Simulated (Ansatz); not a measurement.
Calculated with Ansatz (gas phase, PBE0-D4/def2-TZVP geometries, no zero-point term in ΔE). CBS: MP2 limit from def2 TZ/QZ plus the TZ coupled-cluster correction, frozen cores. DFT in def2-TZVPP. For Ti outer-core shells are correlated without core-valence functions, which leaves a few kJ/mol of doubt a bond. Scalar relativity is left out up to krypton. One conformer a species, not always the lowest.

Reaction (redistribution): `[CH3][Ti]([OH])([OH])[Cl]` + `CC1(O)C[SiH2]1` → `[CH3][Ti]([OH])([OH])[OH]` + `CC1(Cl)C[SiH2]1`

(1) Is it downhill or uphill in electronic energy at CCSD(T)/CBS, and by how much? (Estimate.)

(2) What do these levels give: PBE-D4, ωB97M-V, r2SCAN, HF/def2-QZVPP, SCS-MP2/def2-QZVPP, HF/CBS(def2)? (Estimate.)

Largest T1 diagnostic among the species: 0.023, so the coupled-cluster value is less sure than usual.

## Answers

(1) Computed: Uphill: ΔE = +0.11 eV.

(2) The calculation gave: PBE-D4 0.18, ωB97M-V 0.14, r2SCAN 0.22, HF/def2-QZVPP 0.21, SCS-MP2/def2-QZVPP 0.09, HF/CBS(def2) 0.21 eV.

In def2-TZVPP, CCSD(T) changes the Hartree–Fock value by −0.08 eV (the triples alone add +0.01 eV) and MP2 by −0.11 eV.
